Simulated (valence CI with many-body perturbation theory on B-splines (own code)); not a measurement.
Br⁴⁺: calculation against measured levels

Level of theory: valence CI with perturbative core correlation (CI+MBPT): three valence electrons over a frozen Dirac-Fock core [Ar] 3d10, a basis of 11 s, 11 p, 10 d, 8 f, 5 g, 2 h functions for each j, with the one-electron correlation potential Σ1, the two-electron term Σ2, the three-electron term Σ3, Breit, model QED; selected CI, second order for the rest, scaled by the run's own slope (own B-spline code, finite nucleus).

Set against measurement, 8 paired levels are off by 76 cm⁻¹ on average, the worst by 221. These come from a selection out of Moore, Atomic Energy Levels, vol. II, NSRDS-NBS 35 (1971 reprint of NBS Circular 467, 1952), an old analysis. Levels without a partner in it may be off by more.

Measured levels: Moore, Atomic Energy Levels, vol. II, NSRDS-NBS 35 (1971 reprint of NBS Circular 467, 1952). Pairs share parity and J, and are chosen by configuration, term and nearness in energy; levels without a clear partner are left out. The analysis is old, and some levels have since been revised. Energies in cm⁻¹ above the measured ground level.

```tsv
Computed label	Label in the source	Measured	Computed	Difference
4s2 4p 2P°_1/2	4s2 4p 2P°	0	0.0	0
4s2 4p 2P°_3/2	4s2 4p 2P°	6090	6079.8	-10
4s 4p2 2D_3/2	4s 4p2 2D	122941	122720.0	-221
4s 4p2 2D_5/2	4s 4p2 2D	123628	123449.1	-179
4s 4p2 2P_1/2	4s 4p2 2P	158158	158207.7	+50
4s 4p2 2P_3/2	4s 4p2 2P	161011	161085.6	+75
4s2 4d 2D_3/2	4s2 4d 2D	187970	187950.9	-19
4s2 4d 2D_5/2	4s2 4d 2D	188592	188581.2	-11
4s2 5s 2S_1/2	4s2 5s 2S	213510	213552.7	+43
```

Over 8 excited levels the mean absolute difference is 76 cm⁻¹, the median 46 and the largest 221. The comparison draws on a selection of the measured levels: 9 of the 140 computed ones have a partner in it, and others may be off by more.
